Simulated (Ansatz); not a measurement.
Several settings on one geometry of BO3H3 (that of the charge 0 singlet, PBE-D4/def2-TZVP). Ansatz on 2 threads of Arm Neoverse V2 on a shared host; times are rough.

```xyz
7

B     0.366   -0.247   -0.335
O     0.713    0.944    0.071
O    -1.158   -0.375    0.069
O     1.961    1.555   -0.133
H     0.813   -1.203   -0.880
H    -1.315    0.468    0.570
H    -1.380   -1.143    0.637
```

Totals from different functionals, basis sets or treatments of relativity can't be compared as stabilities.

DK, ANO-RCC and x2c sets are all-electron and run with scalar relativity unless a key says otherwise. Correlated methods freeze 4 core orbitals.

The spins typed aren't always the lowest for that charge.

(1) Give the basis size and estimate the energy, ⟨S²⟩ and time of these runs.

```json
{"run": "1", "method": "RHF, ccsd_t/cc-pVTZ-DK", "charge": "0", "state": "singlet", "further keys": "final_grid: {core_spheres: 20, valence_spheres: 16, degree: 47}; scf: {omitted_lower_state_checks: [starts]}"}
{"run": "2", "method": "UKS ωB97/def2-mTZVPP", "charge": "0", "state": "singlet", "further keys": "final_grid: {core_spheres: 8, valence_spheres: 7, degree: 23}; forces asked"}
{"run": "3", "method": "ROKS revPBE/cc-pVTZ-DK", "charge": "-1", "state": "doublet", "further keys": "scf: {lower_state_search: off}; forces asked"}
```

## Answers

(1) 
```json
{"run": "1", "functions": "162", "energy (Eh)": "-251.9983", "⟨S²⟩": "–", "wall time": "34 s"}
{"run": "2", "functions": "106", "energy (Eh)": "-252.2397", "⟨S²⟩": "0.00", "wall time": "1.6 s"}
{"run": "3", "functions": "162", "energy (Eh)": "-252.3609", "⟨S²⟩": "–", "wall time": "2.3 s"}
```

The highest occupied level of an anion often lies above zero with these methods, and sets without diffuse functions describe the outer electron poorly. At RHF, ccsd_t/cc-pVTZ-DK T1 of the charge 0 singlet is large (up to 0.026), so the single-reference result is doubtful.
